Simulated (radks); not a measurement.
Species: Pb LXIII. Configuration: [Ar] 3d2 (the NIST ground configuration). All-electron calculation, scalar-relativistic Kohn-Sham, SCAN, spin-polarised, spherical densities, finite nucleus; open shells are filled with parallel spins first (spin-orbit coupling, left out, can overturn this in heavy ions); meta-GGA in the generalised Kohn-Sham scheme; Fermi nuclear charge, rms radius 5.5012 fm. Program: a radial shooting solver on a logarithmic mesh with Libxc functionals.

Normalised radial functions P(r) = r R(r), r in bohr:

r           3p up  3p down
0.001384   0.0248   0.0248
0.001759   0.0368   0.0367
0.002218   0.0537   0.0535
0.002797   0.0782   0.0780
0.003556   0.1150   0.1146
0.004485   0.1661   0.1656
0.005656   0.2382   0.2375
0.007132   0.3382   0.3372
0.009067   0.4788   0.4774
0.01143    0.6570   0.6551
0.01442    0.8782   0.8757
0.01819    1.1336   1.1303
0.02312    1.4031   1.3990
0.02916    1.6098   1.6050
0.03677    1.6717   1.6663
0.04637    1.4738   1.4685
0.05895    0.8893   0.8850
0.07434   -0.0560  -0.0570
0.09375   -1.2157  -1.2142
0.1192    -2.2713  -2.2683
0.1503    -2.7361  -2.7337
0.1895    -2.4549  -2.4561
0.239     -1.6435  -1.6477
0.3039    -0.7651  -0.7692
0.3832    -0.2437  -0.2457
0.4833    -0.0475  -0.0482
0.6095    -0.0050  -0.0051
0.7748    -0.0002  -0.0002
0.9771    0.0000  0.0000

3p up: eigenvalue -7187.7 eV, 1 radial node at r = 0.0735 bohr, <r> = 0.165 bohr, 90 % of the charge inside 0.244 bohr. 3p down: eigenvalue -7168.4 eV, 1 radial node at r = 0.0734 bohr, <r> = 0.165 bohr, 90 % of the charge inside 0.245 bohr.

Empty levels of this run are not shown, since the potential may be unsettled where no density lies.
